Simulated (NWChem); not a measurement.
# C5H5FSi; SMILES C#C[Si](C)(F)C#C

All runs: NWChem. Medium grid unless said otherwise, to which SCAN and Minnesota functionals are sensitive. Geometry: optimised at B3LYP/6-31G* (spherical d). Total energies of different functionals are on different scales.

| level | energy (Ha) | highest occupied level (eV) | orbital gap (eV) | dipole (D) |
|---|---|---|---|---|
| PBE/def2-SVP | -582.0126 | -6.99 | 5.35 | 1.89 |
| B3LYP/def2-SVP | -582.5407 | -7.95 | 7.07 | 1.99 |
| PW6B95/def2-SVP | -583.1352 | -8.32 | 7.66 | 2.04 |
| LDA (Slater exchange, VWN5)/def2-SVP | -578.9249 | -7.16 | 5.29 | 1.96 |
| M06-2X/def2-SVP | -582.3851 | ? | ? | 2.07 |
| r2SCAN/def2-SVP | -582.3275 | -7.30 | 5.82 | 2.01 |

Task: What belongs in the gaps?

Result: 
- M06-2X/def2-SVP, highest occupied level (eV): -9.51
- M06-2X/def2-SVP, orbital gap (eV): 9.70
